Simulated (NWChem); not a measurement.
Molecule: C5H10; SMILES CC1(C)CC1

Program: NWChem. Pople sets run with spherical d functions. Geometry: optimised at PBE0/def2-SVP. Total energies compare along this basis series because the functional is fixed.

| level | basis functions | energy (Ha) | highest occupied level (eV) | orbital gap (eV) | dipole (D) |
|---|---|---|---|---|---|
| B3LYP/STO-3G | 35 | -194.1748 | -6.09 | 13.38 | 0.14 |
| B3LYP/3-21G | 65 | -195.4540 | -7.22 | 10.25 | 0.11 |
| B3LYP/6-31G* | 90 | -196.5250 | -7.14 | 9.59 | 0.09 |
| B3LYP/6-31+G* | 110 | -196.5319 | -7.34 | 7.60 | 0.12 |
| B3LYP/def2-SVP | 120 | -196.3880 | -7.34 | ___ | 0.15 |
| B3LYP/def2-SVPD | 180 | -196.4017 | -7.43 | 7.92 | 0.11 |
| B3LYP/def2-TZVP | 215 | -196.6042 | -7.39 | 8.32 | 0.12 |
| B3LYP/6-311++G** | 180 | -196.5844 | -7.40 | 7.19 | 0.13 |

What belongs in the gaps?


- B3LYP/def2-SVP, orbital gap (eV): 8.85
